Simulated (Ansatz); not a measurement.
A made-up structure of CH3OZn (charge -1), singlet:

C1  (0.388, -0.494, 0.395)
Zn2  (-0.643, 0.819, -0.655)
O3  (-1.539, 1.961, -1.568)
H4  (-0.120, -1.464, 0.436)
H5  (-1.958, 2.321, -2.365)
H6  (0.534, -0.158, 1.428)
(Å)

It is relaxed with PBE-D4/def2-SVPD and then PBE0-D4/def2-TZVPD (Ansatz 0.2.0). Atoms count as bonded within 1.22 times the sum of their covalent radii (H–H: 0.88 Å). The end point is not checked to be a true minimum.

Problem. Does its bonding change? (A judgement: the text doesn't fix the answer.)

Solution. By the calculation: No: no bond forms or breaks.

Where it ends: The first stage lowers the energy by 0.53 eV in 7 steps. It ends as CH₃OZn ([CH2][Zn][OH]), total charge -1:
```
6
angstrom
C 0.2541 -0.3905 0.3418
Zn -0.9306 0.7537 -0.5019
O -1.9129 1.9313 -1.5348
H -0.0038 -1.4549 0.3568
H -1.4042 2.2128 -2.2977
H 0.6583 -0.0680 1.3073
```

Labels in which every atom is bracketed show which atoms are joined, not bond orders.

For scale, one of the runs: PBE0-D4/def2-TZVPD relaxation, 155 basis functions, launched by `ansatz run in.yaml --threads 2 --pin off --events-out ev --progress --plain --max-ram 4352MiB`. The run took about 31 s on 2 CPU threads of an Arm Neoverse V1 (shared host).
